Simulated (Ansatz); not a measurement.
Calculated with Ansatz (gas phase, PBE0-D4/def2-TZVP geometries, no zero-point term in ΔE). CCSD(T)/CBS is the MP2 limit (def2-TZVPP, def2-QZVPP) plus CCSD(T) − MP2 in def2-TZVPP, frozen cores. This one scheme is used for every species. DFT in def2-TZVPP. One conformer a species, not always the lowest.

`BB(N)O` + HCl → `NB(O)Cl` + BH₃  (cleavage of the B–B bond)

`BB(N)O`:

Cartesian coordinates in Å:
```
B -0.485 0.075 1.324
B 0.223 0.136 -0.227
N -0.281 -0.662 -1.267
O 1.317 0.919 -0.534
H -1.666 -0.055 1.492
H 0.174 0.150 2.326
H -1.116 -1.211 -1.177
H 0.163 -0.724 -2.169
H 1.672 1.372 0.231
```

HCl:

```xyz
2

Cl   -0.249   -0.144    0.571
H     0.249    0.144   -0.571
```

`NB(O)Cl`:

Cartesian coordinates in Å:
```
N 0.173 0.804 0.740
B -0.109 -0.265 -0.108
O 0.369 -0.286 -1.382
Cl -1.111 -1.618 0.493
H -0.162 0.853 1.684
H 0.732 1.583 0.440
H 0.109 -1.071 -1.867
```

BH₃:

Z-matrix (Å, degrees):
```
B
H 1 1.193
H 1 1.193 2 120.0
H 1 1.193 2 120.0 3 180.0
```

| level | ΔE (kcal/mol) | difference from CCSD(T)/CBS |
| --- | --- | --- |
| LDA (SPW92) | -25.2 | 2.4 |
| B97M-V | -27.7 | -0.1 |
| BHLYP-D4 | -29.5 | -1.9 |
| ωB97X-V | -28.0 | -0.4 |
| revPBE | -25.4 | 2.2 |
| PBE0 | -27.0 | 0.6 |
| r2SCANh | -28.6 | -1.0 |
| r2SCAN0 | -29.1 | -1.5 |
| BHLYP | -29.3 | -1.7 |
| CAM-B3LYP | -27.9 | -0.3 |
| CCSD/def2-SVP | -30.1 | -2.5 |
| CCSD/def2-TZVPP | -27.7 | -0.1 |
| MP2/def2-QZVPP | -29.8 | -2.2 |
| SCS-MP2/def2-QZVPP | -29.4 | -1.8 |
| MP2/CBS(def2) | -29.9 | -2.3 |
| CCSD/CBS(def2) | -27.7 | -0.1 |
| CCSD(T)/CBS | -27.6 | 0 |

Largest T1 diagnostic among the species: 0.013.

From PBE to PBE0 (25 % exact exchange), in def2-TZVPP and without D4, ΔE moves by −1.7 kcal/mol. In def2-TZVPP, CCSD(T) changes the Hartree–Fock value by +4.0 kcal/mol (the triples alone add +0.2 kcal/mol) and MP2 by +1.7 kcal/mol.
